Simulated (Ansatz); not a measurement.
Molecule: CH7ClNSi2, net charge 0, doublet state. It need not be the lowest isomer of its formula. 
Structure (B3LYP-D3(BJ)/def2-TZVP (Ansatz, a first-principles code) minimum search):
SMILES: C[Si@H](Cl)[N][SiH3]
```xyz
12

Si     0.7351     0.1557    -0.6065
C      2.1883    -0.9697    -0.3022
Cl     0.7140     1.6022     0.8950
N     -0.6894    -0.7819    -0.6836
Si    -2.2138    -0.9049     0.1118
H      0.8258     0.8946    -1.8832
H      2.2666    -1.7097    -1.0996
H      3.1070    -0.3819    -0.2677
H      2.0769    -1.4892     0.6503
H     -2.1684    -0.5409     1.5484
H     -2.7505    -2.2771    -0.0290
H     -3.0982     0.0486    -0.6096
```
Charge 0, spin multiplicity 2.

Property: atomisation energy (electronic, to ground-state atoms), in kcal/mol. Valence correlation only, unless marked. UHF or UKS for open shells. Spin-orbit coupling is left out. No relativistic terms. The coupled-cluster limit lacks core correlation, which all-electron functionals hold. CBS(X,Y): correlation extrapolated as X^-3; Hartree-Fock from the larger set.

| level | program | atomisation energy (kcal/mol) |
|---|---|---|
| PBE-D3(BJ)/def2-TZVPD | Ansatz + dftd3 | 957.4 |
| PBE0/6-31G* | Ansatz | 928.6 |

Question: What does CCSD(T)/CBS(cc-pV(T+d)Z,cc-pV(Q+d)Z) (Ansatz) give?

Answer: 952.6 kcal/mol
